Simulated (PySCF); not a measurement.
C3H10Ge, singlet, geometry from GFN2-xTB, with bond 11-3 at 1.8 times its length; CASSCF(4,4)/STO-3G in PySCF.

Input for PySCF:
```python
from pyscf import gto, scf, mcscf
import numpy

mol = gto.M(
    atom='''
Ge    0.98325700    0.13231244    0.14013673
C    -0.99887937   -0.00351560    0.24605176
C    -1.44955468   -1.44344727    0.03312752
C    -1.65549681    0.92812176   -0.76523307
H     1.66013749   -0.73476534    1.15624080
H     1.46236064    1.53373793    0.36120520
H     1.48762087   -0.29462535   -1.20298161
H    -1.30341638    0.30832202    1.25082812
H    -0.99448757   -2.10340314    0.77086208
H    -2.53249112   -1.52686514    0.11981202
H    -0.92832085   -2.06580231   -1.75185378
H    -1.34873236    1.95960449   -0.59552064
H    -1.37032177    0.64981332   -1.77912740
H    -2.74132804    0.87643000   -0.69084230
''',
    basis='sto-3g',
    verbose=4,
)

mf = scf.RHF(mol)
mf.kernel()
mc = mcscf.CASSCF(mf, 4, 4)
mc.fix_spin_(ss=0.0)
mc.kernel()
occ = numpy.linalg.eigvalsh(mc.fcisolver.make_rdm1(mc.ci, mc.ncas, mc.nelecas))[::-1]
ss = mc.fcisolver.spin_square(mc.ci, mc.ncas, mc.nelecas)[0]
print('natural occupations', occ.round(4), ' <S^2>', round(ss, 4))
```

The log (banner, timings and long lists left out):

```
PySCF version 2.14.0

[INPUT] verbose = 4
[INPUT] num. atoms = 14
[INPUT] num. electrons = 60
[INPUT] charge = 0
[INPUT] spin (= nelec alpha-beta = 2S) = 0
[INPUT] symmetry False subgroup None
[INPUT] Mole.unit = angstrom
[INPUT] Symbol           X                Y                Z      unit          X                Y                Z       unit  Magmom
[INPUT]  1 Ge     0.983257000000   0.132312440000   0.140136730000 AA    1.858086440061   0.250034274473   0.264820039692 Bohr   0.0
[INPUT]  2 C     -0.998879370000  -0.003515600000   0.246051760000 AA   -1.887608440778  -0.006643521164   0.464970438867 Bohr   0.0
[INPUT]  3 C     -1.449554680000  -1.443447270000   0.033127520000 AA   -2.739261347782  -2.727720015551   0.062601939986 Bohr   0.0
[INPUT]  4 C     -1.655496810000   0.928121760000  -0.765233070000 AA   -3.128435570991   1.753895936649  -1.446080923760 Bohr   0.0
[INPUT]  5 H      1.660137490000  -0.734765340000   1.156240800000 AA    3.137205185223  -1.388505258423   2.184978446048 Bohr   0.0
[INPUT]  6 H      1.462360640000   1.533737930000   0.361205200000 AA    2.763461104944   2.898344634557   0.682578902769 Bohr   0.0
[INPUT]  7 H      1.487620870000  -0.294625350000  -1.202981610000 AA    2.811196021487  -0.556761220854  -2.273305775788 Bohr   0.0
[INPUT]  8 H     -1.303416380000   0.308322020000   1.250828120000 AA   -2.463099984472   0.582644175973   2.363722575705 Bohr   0.0
[INPUT]  9 H     -0.994487570000  -2.103403140000   0.770862080000 AA   -1.879309141584  -3.974855864150   1.456718211013 Bohr   0.0
[INPUT] 10 H     -2.532491120000  -1.526865140000   0.119812020000 AA   -4.785714629693  -2.885356943746   0.226411904231 Bohr   0.0
[INPUT] 11 H     -0.928320850000  -2.065802310000  -1.751853780000 AA   -1.754272162223  -3.903800593394  -3.310523854484 Bohr   0.0
[INPUT] 12 H     -1.348732360000   1.959604490000  -0.595520640000 AA   -2.548734775738   3.703115798568  -1.125370911126 Bohr   0.0
[INPUT] 13 H     -1.370321770000   0.649813320000  -1.779127400000 AA   -2.589532847829   1.227969206894  -3.362063526710 Bohr   0.0
[INPUT] 14 H     -2.741328040000   0.876430000000  -0.690842300000 AA   -5.180359213191   1.656212667353  -1.305502742265 Bohr   0.0

nuclear repulsion = 277.51862187042
number of shells = 27
number of NR pGTOs = 129
number of NR cGTOs = 43
basis = sto-3g
ecp = {}

******** <class 'pyscf.scf.hf.RHF'> ********
method = RHF
initial guess = minao
damping factor = 0
level_shift factor = 0
DIIS = <class 'pyscf.scf.diis.CDIIS'>
diis_start_cycle = 1
diis_space = 8
diis_damp = 0
SCF conv_tol = 1e-09
SCF conv_tol_grad = None
SCF max_cycles = 50
direct_scf = True
direct_scf_tol = 1e-13
Set gradient conv threshold to 3.16228e-05
Initial guess from minao.
init E= -2167.02701899289
  HOMO = -0.323039832927912  LUMO = -0.040861344825226  gap/eV = 7.67847
cycle= 1 E= -2169.525248452  delta_E= -2.5  |g|= 0.433  |ddm|= 4.07
  HOMO = -0.276322136419949  LUMO = 0.217491238190178  gap/eV = 13.43735
cycle= 2 E= -2169.60254074357  delta_E= -0.0773  |g|= 0.0727  |ddm|= 0.806
  HOMO = -0.284482847215951  LUMO = 0.221053275425102  gap/eV = 13.75634
cycle= 3 E= -2169.60489005875  delta_E= -0.00235  |g|= 0.0266  |ddm|= 0.144
  HOMO = -0.287166243811599  LUMO = 0.218102882773045  gap/eV = 13.74907
cycle= 4 E= -2169.60520099418  delta_E= -0.000311  |g|= 0.0101  |ddm|= 0.0532
  HOMO = -0.285224564528469  LUMO = 0.221075974796312  gap/eV = 13.77714
cycle= 5 E= -2169.60525229584  delta_E= -5.13e-05  |g|= 0.0014  |ddm|= 0.0201
  HOMO = -0.28490930550457  LUMO = 0.221401252991289  gap/eV = 13.77741
cycle= 6 E= -2169.60525357214  delta_E= -1.28e-06  |g|= 0.000297  |ddm|= 0.00358
  HOMO = -0.284878299989996  LUMO = 0.221457087094537  gap/eV = 13.77809
cycle= 7 E= -2169.60525362124  delta_E= -4.91e-08  |g|= 5.76e-05  |ddm|= 0.000682
  HOMO = -0.284871922788243  LUMO = 0.221464633547042  gap/eV = 13.77812
cycle= 8 E= -2169.60525362321  delta_E= -1.96e-09  |g|= 8.17e-06  |ddm|= 0.00014
  HOMO = -0.28487085672933  LUMO = 0.221465347352137  gap/eV = 13.77811
cycle= 9 E= -2169.60525362324  delta_E= -3.14e-11  |g|= 1.36e-06  |ddm|= 2.04e-05
  HOMO = -0.284870774996159  LUMO = 0.221465489282192  gap/eV = 13.77811
Extra cycle  E= -2169.60525362324  delta_E= -2.27e-12  |g|= 4.56e-07  |ddm|= 2.34e-06
converged SCF energy = -2169.60525362324

******** <class 'pyscf.mcscf.mc1step.CASSCF'> ********
CAS (2e+2e, 4o), ncore = 28, nvir = 11
max_cycle_macro = 50
max_cycle_micro = 4
conv_tol = 1e-07
conv_tol_grad = None
orbital rotation max_stepsize = 0.02
orbital rotation threshold for CI restart = 0.01
augmented hessian ah_max_cycle = 30
augmented hessian ah_conv_tol = 1e-12
augmented hessian ah_linear dependence = 1e-14
augmented hessian ah_level shift = 1e-08
augmented hessian ah_start_tol = 2.5
augmented hessian ah_start_cycle = 3
augmented hessian ah_grad_trust_region = 3
kf_trust_region = 3
kf_interval = 4
ci_response_space = 4
ci_grad_trust_region = 3
with_dep4 0
natorb = False
canonicalization = True
sorting_mo_energy = False
ao2mo_level = 2
internal_rotation = False
******** <class 'pyscf.fci.addons.SpinPenaltyFCISolver'> ********
max. cycles = 50
conv_tol = 1e-08
davidson only = True
linear dependence = 1e-12
level shift = 0.001
max iter space = 12
nroots = 1
pspace_size = 400
spin = None
CASCI E = -2169.68801500694  S^2 = 0.0000000
Set conv_tol_grad to 0.000316228
macro iter   1 ( 21 JK    4 micro), CASSCF E = -2169.70191570202  dE = -1.39006951e-02  S^2 = 0.0000000
               |grad[o]|=0.0532  |grad[c]|=0.0689  |ddm|=0.0269  |maxRot[o]|=0.153
macro iter   2 ( 19 JK    4 micro), CASSCF E = -2169.70561113830  dE = -3.69543628e-03  S^2 = 0.0000000
               |grad[o]|=0.0239  |grad[c]|=0.0177  |ddm|=0.00778  |maxRot[o]|=0.154
macro iter   3 ( 13 JK    4 micro), CASSCF E = -2169.70574264595  dE = -1.31507649e-04  S^2 = 0.0000000
               |grad[o]|=0.00349  |grad[c]|=0.00184  |ddm|=0.00079  |maxRot[o]|=0.027
macro iter   4 (  7 JK    2 micro), CASSCF E = -2169.70574778502  dE = -5.13906343e-06  S^2 = 0.0000000
               |grad[o]|=0.000455  |grad[c]|=0.000103  |ddm|=5.31e-05  |maxRot[o]|=0.0079
macro iter   5 (  3 JK    1 micro), CASSCF E = -2169.70574781801  dE = -3.29928298e-08  S^2 = 0.0000000
               |grad[o]|=3.83e-05  |grad[c]|=1.69e-05  |ddm|=1.82e-05  |maxRot[o]|=0.000624
1-step CASSCF converged in   5 macro ( 63 JK  15 micro) steps
CASSCF canonicalization
Density matrix diagonal elements [1.96495523 1.73219767 0.27918056 0.02366654]
CASSCF energy = -2169.70574781801
CASCI E = -2169.70574781801  E(CI) = -3.50388182865709  S^2 = 0.0000000
natural occupations [1.9772 1.7205 0.2794 0.0229]  <S^2> 0.0
```
